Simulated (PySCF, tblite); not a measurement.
Isomers of C2H14SSi4. Computed values, GFN2-xTB/tblite, gas phase, harmonic and unscaled. Errors from tens to a few hundred cm⁻¹ against measured bands are possible. Modes of hydrogen on silicon can be 10 to 20 % off. One conformer each.

Electronic energies: PBE0/pcSseg-1 single points on the GFN2-xTB geometries (PySCF, gas phase).

| SMILES | electronic energy, lowest = 0 (kJ/mol) |
| --- | --- |
| C[Si@H]([SiH3])C[SiH2]S[SiH3] | 0.0 |
| [SiH3]CCS[SiH2][SiH2][SiH3] | 140.9 |
| [SiH3][SiH2]CC[SiH2]S[SiH3] | 59.3 |
| [SiH3]CS[SiH2]C([SiH3])[SiH3] | 117.5 |

Question: How do GFN2-xTB zero-point energies change the relative energies?

Answer: 
```tsv
SMILES	ZPE (kJ/mol)	of it from modes above 1550 cm⁻¹	electronic (kJ/mol)	with ZPE, lowest = 0 (kJ/mol)	lowest mode (cm⁻¹)	rings
C[Si@H]([SiH3])C[SiH2]S[SiH3]	364.6	211.5	0.0	0.0	14	0
[SiH3][SiH2]CC[SiH2]S[SiH3]	361.8	205.9	59.3	56.6	17i	0
[SiH3]CS[SiH2]C([SiH3])[SiH3]	351.1	201.7	117.5	104.1	21	0
[SiH3]CCS[SiH2][SiH2][SiH3]	359.5	204.2	140.9	135.8	17	0
```

The zero-point energies span 13.5 kJ/mol, from `[SiH3]CS[SiH2]C([SiH3])[SiH3]` to `C[Si@H]([SiH3])C[SiH2]S[SiH3]`. Slightly imaginary modes are left out of the zero-point energy: `[SiH3][SiH2]CC[SiH2]S[SiH3]` 17.1i cm⁻¹. The order is unchanged.

Question: And how do the electronic energies of GFN2-xTB itself compare?

Answer: `C[Si@H]([SiH3])C[SiH2]S[SiH3]` 9.1; `[SiH3][SiH2]CC[SiH2]S[SiH3]` 0.0; `[SiH3]CS[SiH2]C([SiH3])[SiH3]` 77.6; `[SiH3]CCS[SiH2][SiH2][SiH3]` 101.7 kJ/mol, lowest = 0. Against the energies above, taken from the same isomer `C[Si@H]([SiH3])C[SiH2]S[SiH3]`, the largest difference is 68.4 kJ/mol.
